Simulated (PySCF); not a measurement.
**How methods differ on the ionisation energy of Ho⁴⁷⁺**

Ho⁴⁷⁺ [Ar] 3d2 [3d3/2^2, M_J = 2] → Ho⁴⁸⁺ [Ar] 3d1 [3d3/2^1, M_J = 3/2], as a difference of total energies. All numbers are calculated (PySCF 2.14, the two-component X2C-1e Hamiltonian, in an even-tempered Gaussian basis (15 s from 12 bohr⁻², ratio 2.8; 12 p from 15 bohr⁻², ratio 2.8; 8 d from 15 bohr⁻², ratio 2.8; 3 f from 47 bohr⁻², ratio 3)). Correlated levels: [Ne] frozen; the 72 highest virtual spinors dropped. "Screened" scales the spin-orbit matrix elements by Boettger's factors to mimic the two-electron term; Breit and QED terms are absent.

| method | ionisation energy (eV) |
| --- | --- |
| GHF (spin-free) | 3987.4 |
| GMP2 (spin-free) | 3986.9 |
| GHF (screened spin-orbit) | 4011.6 |
| GMP2 (screened spin-orbit) | 4011.4 |

Breit and QED terms and the two-electron picture change are absent.

The spin-free rows relax to the high-spin LS determinant and lack the spin-orbit shift.

The labels give the starting determinants; with spin-orbit coupling the two ends relaxed to ⟨J²⟩ = 6.02, ⟨L²⟩ = 10.21, ⟨S²⟩ = 1.54 and ⟨J²⟩ = 3.75, ⟨L²⟩ = 6.04, ⟨S²⟩ = 0.79.

For comparison: 4009 ± 4 eV (theoretical estimate listed by NIST; NIST Atomic Spectra Database, ionization energies).
